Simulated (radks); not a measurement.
Cl2+, 15 electrons, occupied as [Ne] 3s2 3p3 (the NIST ground configuration). All-electron calculation, non-relativistic Kohn-Sham, r2SCAN, spin-polarised, spherical densities, point nucleus; open shells are filled with parallel spins first; meta-GGA in the generalised Kohn-Sham scheme. Program: a radial shooting solver on a logarithmic mesh with Libxc functionals.

X-ray form factor f0, the Fourier transform of the density (f0(0) = 15):

sin(theta)/lambda (1/angstrom),f0 (electrons)
0.05,14.724
0.1,13.964
0.15,12.895
0.2,11.721
0.25,10.609
0.3,9.649
0.4,8.242
0.5,7.308
0.6,6.569
0.8,5.213
1,3.996
1.25,2.859
1.5,2.149
2,1.496
